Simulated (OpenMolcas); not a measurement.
# Re6+ in a point-charge field

Re6+ among 6 point charges of -1.36 e arranged as a tetragonal octahedron (D4h), 2.09 Å from the ion, with the axial distance 1.797 Å.
```
   2.0900    0.0000    0.0000  -1.36
   0.0000    2.0900    0.0000  -1.36
  -2.0900    0.0000    0.0000  -1.36
   0.0000   -2.0900    0.0000  -1.36
   0.0000    0.0000    1.7974  -1.36
   0.0000    0.0000   -1.7974  -1.36
```

```yaml
Program: OpenMolcas 26.06
Method: "SS-CASPT2, IPEA 0.25 Eh, imaginary shift 0.1 Eh (closed shells correlated: 5s 5p)"
Basis: ANO-RCC-VDZP [7s6p4d2f1g]
Scalar_Hamiltonian: DKH2, point nucleus
Active_space: 1 electron in 5 orbitals (5d)
State_averaging: 2S+1 = 2 even, 5 roots
Spin-orbit_coupling: state interaction with AMFI integrals over the reference wave functions
```

The lowest spin-free states (labels of D4, the rotations of D4h), above the lowest:

```
State  Degeneracy  E (cm-1)  Free-ion L (%)
  2B2           1         0         D (100)
   2E           2      4010         D (100)
  2B1           1      5430         D (100)
  2A1           1     13870         D (100)
```

The lowest levels with spin-orbit coupling:

```
E (cm-1)  Degeneracy  Label  2S+1               g
       0           2   E3/2     2  0.40 0.40 1.99
    3960           2   E1/2     2  0.29 1.43 1.43
   12040           2   E3/2     2  1.89 2.27 2.27
   14380           2   E3/2     2  0.11 2.67 2.67
   21220           2   E1/2     2  1.71 3.43 3.43
```

Powder χT (cm3 K/mol): 0.134 at 2 K, 0.135 at 10 K, 0.137 at 50 K, 0.14 at 100 K, 0.146 at 200 K, 0.152 at 300 K. The effective moment at 300 K is 2.828 √(χT) = 1.10 μB.

The lowest level has 2S+1 = 2, for which the spin-only value is χT = S(S+1) / 2 = 0.375 cm3 K/mol (g = 2). The computed 0.152 at 300 K differs by -0.223, through orbital momentum, spin-orbit coupling and any other state in reach.

Spin-orbit coupling mixes the spin-free states strongly: the lowest level takes only 60 % from its leading state, 2B2. Free-ion shares, where given, are those of the reference states; single-state CASPT2 does not remix them. Point charges carry no covalency, so the field is a model and not that of real ligands. No measured value stands beside these numbers.
